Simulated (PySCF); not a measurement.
## Radial density of Ce(45+) (cerium, charge +45)

BHandHLYP, [Ne] 3s2 3p1, 2P determinant. All numbers are calculated (PySCF 2.14, the spin-free X2C one-electron Hamiltonian (Gaussian nucleus), in an uncontracted even-tempered set (18 s from 8.8 bohr⁻², ratio 2.5; 12 p from 11 bohr⁻², ratio 2.5; 4 d from 46 bohr⁻², ratio 2.7; 4 f from 69 bohr⁻², ratio 2.7)).

```tsv
r (bohr)	4πr²ρ (e/bohr)	4πr²(ρα − ρβ)
0.0193	74.65	0.3890
0.0325	61.64	1.2196
0.0546	77.68	1.9668
0.0918	79.29	0.3830
0.154	26.15	2.0086
0.260	15.56	4.7417
0.437	1.473	0.4695
0.735	0.004439	0.0011
```

Densities and radii are taken from the X2C orbitals without a picture-change correction, which distorts them close to the nucleus.

Spin-orbit coupling, absent here, splits the open shell strongly.
